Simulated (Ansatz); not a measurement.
Start from `C[CH2][GeH3]` and change one atom or group to get `C[CH2][GeH2][CH3]`.

Ansatz, PBE0-D4/def2-TZVP geometries, multiplicity 1. Each molecule was computed in one conformer, which needn't be the lowest.

Scalar relativity is left out up to krypton.

| property | `C[CH2][GeH3]` |
| --- | --- |
| size of the dipole moment (ωB97M-V/def2-TZVPP) / D | 0.82 |
| HOMO–LUMO gap (B3LYP/def2-TZVPP) / eV | 8.61 |
| zero-point energy (PBE0-D4/def2-TZVP) / kJ/mol | 232.0 |
| LUMO energy (B3LYP/def2-TZVPP) / eV | 0.53 |
| HOMO energy (B3LYP/def2-TZVPP) / eV | -8.08 |
| size of the dipole moment (B3LYP/def2-TZVPP) / D | 0.86 |

(1) What does the change do to each property? (Best estimate.)

## Answers

(1) Ansatz gave: 
```json
{"property": "size of the dipole moment (ωB97M-V/def2-TZVPP) / D", "`C[CH2][GeH2][CH3]`": "0.72", "shift": "-0.10"}
{"property": "HOMO–LUMO gap (B3LYP/def2-TZVPP) / eV", "`C[CH2][GeH2][CH3]`": "8.48", "shift": "-0.13"}
{"property": "zero-point energy (PBE0-D4/def2-TZVP) / kJ/mol", "`C[CH2][GeH2][CH3]`": "308.6", "shift": "76.6"}
{"property": "LUMO energy (B3LYP/def2-TZVPP) / eV", "`C[CH2][GeH2][CH3]`": "0.68", "shift": "0.15"}
{"property": "HOMO energy (B3LYP/def2-TZVPP) / eV", "`C[CH2][GeH2][CH3]`": "-7.80", "shift": "0.28"}
{"property": "size of the dipole moment (B3LYP/def2-TZVPP) / D", "`C[CH2][GeH2][CH3]`": "0.75", "shift": "-0.11"}
```

With PBE0 the HOMO rises by 0.28 eV and the LUMO rises by 0.17 eV, so the gap narrows by about 0.11 eV. PBE moves the HOMO by 0.28 eV and ωB97M-V by 0.28 eV. The zero-point energy changes by 76.6 kJ/mol with +9 modes. Dipoles are sizes alone; their direction can turn.

B3LYP here is the variant with VWN-RPA as its local correlation; programs differ in this.
